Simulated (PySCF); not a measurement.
PySCF was given this input:
```python
from pyscf import gto, scf, dft

mol = gto.M(
    atom='''
Cl    0.00000000    0.00000000    0.00000000
''',
    basis='def2-sv(p)',
    spin=1,
    verbose=5,
)

mf = dft.UKS(mol)
mf.xc = 'b3lyp'
mf.kernel()
mf.analyze()
```

Problem. What is the computed number of basis functions (B3LYP/def2-SV(P) in PySCF)?

Solution. 18

Problem. Estimate the <S^2> that B3LYP/def2-SV(P) returns for this input.

Solution. 0.752

These values belong to the state on which the SCF converged, which isn't shown to be the lowest.
